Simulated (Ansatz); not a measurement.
Cost and result up the ladder for Rb3Cl4 (7 atoms). Charge 0, multiplicity 2. Geometry: PBE0-D4/def2-SVP.

Cartesian coordinates in Å:
```
Rb -1.4782 0.9054 0.8945
Rb 1.9454 2.0146 -1.6440
Rb 0.0080 -3.2164 0.4484
Cl -0.2545 3.4662 -0.3060
Cl 1.7670 -0.4727 0.4531
Cl -2.2497 -1.9215 1.8499
Cl 0.2619 -0.7756 -1.6958
```

Ansatz on 4 threads of Intel Xeon Platinum 8488C on a shared host. Times are rough, and most runs start from the orbitals of an earlier one. PBE0-D4/def2-TZVP serves as the yardstick here, not as an exact answer. Differences are given only for rows in sets of like size (and for xTB, whose basis is part of the method), since another set adds its own error. Binding counts from free atoms at the same level (Rb doublet, Cl doublet; other spins of the atoms weren't run), without zero-point energy or a counterpoise term.

In the def2 sets Rb takes a core potential; there is no spin–orbit coupling. HSE06 is defined as in plane-wave codes, on full-range PBE exchange. Correlated methods freeze 20 core orbitals; core or outer-core shells of Rb are correlated, in sets that lack core-valence functions. The rows differ in basis, and correlated rows in double-zeta sets carry the largest basis error. HOMO above LUMO, or a gap near zero within one spin, warns that the state may not be the lowest or that an electron is smeared out. In the doublet, Cl5 and Cl7 lie 2.64 Å apart (atoms count from 1), so these atoms are partly bonded to each other. Another isomer (doublet) lies 0.03 eV lower at PBE0-D4/def2-TZVP; other spin states weren't run for this one.

Correlated methods converge slowly with the basis, most of all in double-zeta sets.

```tsv
level	functions	wall time
PBE0-D4/def2-SVP	144	4.4 s
PBE-D4/def2-SVP	144	4.7 s
LDA (SPW92)/def2-TZVP	247	7.5 s
MP2/def2-TZVP	247	9 s
HSE06-D4/def2-TZVP	247	12 s
r2SCAN-D4/def2-TZVP	247	14 s
PBE0-D4/def2-TZVP	247	16 s
PBE-D4/def2-TZVP (with forces)	247	17 s
CCSD(T)/def2-SVP	144	95 s
```

Task: Estimate what each level gives for the binding energy per atom (eV).

Result: 
| level | binding energy per atom (eV) | difference from PBE0-D4/def2-TZVP (eV) | remarks |
| --- | --- | --- | --- |
| PBE0-D4/def2-SVP | 2.50 | – | – |
| PBE-D4/def2-SVP | 2.55 | – | gap within one spin near zero |
| LDA (SPW92)/def2-TZVP | 2.68 | 0.26 | gap within one spin near zero |
| MP2/def2-TZVP | 2.39 | -0.03 | – |
| HSE06-D4/def2-TZVP | 2.42 | 0.00 | – |
| r2SCAN-D4/def2-TZVP | 2.49 | 0.07 | – |
| PBE0-D4/def2-TZVP | 2.42 | 0.00 | – |
| PBE-D4/def2-TZVP (with forces) | 2.45 | 0.03 | gap within one spin near zero |
| CCSD(T)/def2-SVP | 2.21 | – | – |
